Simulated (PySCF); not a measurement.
# From a computed spectrum to the compound

A species of 3 atoms with charge 1 has these harmonic modes (PBE0, small Gaussian bases with core potentials, PySCF 2.14.0):

| cm⁻¹ | km/mol | symmetry |
| --- | --- | --- |
| 40 | 1.8 | a1 |
| 207 | 15.1 | a1 |
| 219 | 59.3 | b2 |

Which species is it, and in which structure?

[CeI2]+ (singlet in the valence; each metal's 4f electrons, 1 of them, lie in its core potential, out of spins and levels):
```xyz
3

Ce    0.0000    0.0000   -1.1099
I     2.2566    0.0000    0.6118
I    -2.2566    0.0000    0.6118
```
Ideal gas at 298.15 K and 1 bar: S = 354.4 J/(mol K), Cp = 56.8 J/(mol K), H − H(0 K) = 15.0 kJ/mol (rigid rotor, harmonic modes, spin degeneracy alone, that of the 4f electrons in the core included; the modes under 60 cm⁻¹ make these uncertain). An lcecp potential fixes the number of 4f electrons, so in runs with it no electron can move into or out of that shell.
 The answer isn't unique; the calculation gave this one.
